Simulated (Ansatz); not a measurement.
HCl2OTi (SMILES [OH][Ti+]([Cl])[Cl]), charge +1, singlet, at a GFN2-xTB geometry (such geometries of metal compounds can be far from the true shape) (the multiplicity is a formal guess); Ansatz (an electronic-structure program) with PBE0/STO-3G.

Input for Ansatz:
Ansatz 0.2 input:
```yaml
crystal:
  periodic: [false, false, false]
  atoms:
    - {symbol: Ti, position_ang: [0.12390598, 0.11494892, 0.56608490]}
    - {symbol: Cl, position_ang: [-1.28243410, -1.29189440, -0.14479010]}
    - {symbol: Cl, position_ang: [0.22989792, 1.49208641, -1.03198747]}
    - {symbol: O, position_ang: [1.59064046, -0.61057994, 0.82154334]}
    - {symbol: H, position_ang: [2.44206012, -1.04750071, 0.97900448]}
basis:
  gaussian:
    orbitals: STO-3G
hamiltonian:
  xc: pbe0
total_charge: 1
```

It wrote (shortened):

```
Functional definition: PBE0
525 factors; integrals over basis functions are off by at most 1.2e-4 eV
mean field evaluation 1: about -49663.8054 eV, gradient 4.4e1 eV
mean field evaluation 2: about -49527.8380 eV, gradient 2.3e2 eV
mean field evaluation 4: about -49671.0998 eV, gradient 6.3e0 eV
mean field evaluation 8: about -49671.2413 eV, gradient 3.2e-2 eV
mean field -49671.24134890 eV, -1825.3844511953 hartree, gradient 4.7e-5 eV, S^2 0.000000; 0 other end points of the search recorded, 0 dependent functions left out
reference -49671.24136584 eV, -1825.3844518180 hartree; 32, 32 occupied and 10, 10 virtual orbitals, 525 factors
Total energy: -49671.24136584 eV, -1825.3844518180 hartree
```
